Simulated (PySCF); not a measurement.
Cl2H4SSi2, SMILES Cl[SiH2]S[SiH2]Cl. Atoms are numbered in the order given.

```xyz
9

Si    -1.3552     0.9022    -0.0738
Cl    -2.6532    -0.4896     0.7422
S      0.0000     0.0000    -1.4737
Si     1.3552    -0.9022    -0.0738
Cl     2.6532     0.4896     0.7422
H     -0.5950     1.5144     1.0468
H     -2.1416     1.8972    -0.8425
H      0.5950    -1.5144     1.0468
H      2.1416    -1.8972    -0.8425
```

The structure is a stationary point at r2SCAN-D4/def2-SVP. This is a generated structure with no PubChem entry under its InChIKey; it may be hypothetical. Other conformers were not sampled.

Two levels are set side by side: PBE/pcSseg-1 (PySCF) and B3LYP/pcSseg-1 (PySCF). GIAO shifts against H2S (³³S), HCl (³⁵Cl), TMS (²⁹Si), TMS (¹H) at the same level; non-relativistic, no solvent, atoms listed together averaged. Without spin–orbit terms, shifts of atoms bonded to Cl or Br come out too high at both levels. Differences are taken from unrounded values.

```tsv
quantity	B3LYP	PBE	PBE minus B3LYP
δ(²⁹Si) of Si1, Si4 (ppm)	2.2	3.1	1.0
δ(³⁵Cl) of Cl2, Cl5 (ppm)	22.1	39.2	17.1
δ(³³S) of S3 (ppm)	64.0	85.5	21.5
```

Rough cost on one machine, each run with all the roots and properties that it gave: B3LYP against PBE within a factor of 2.
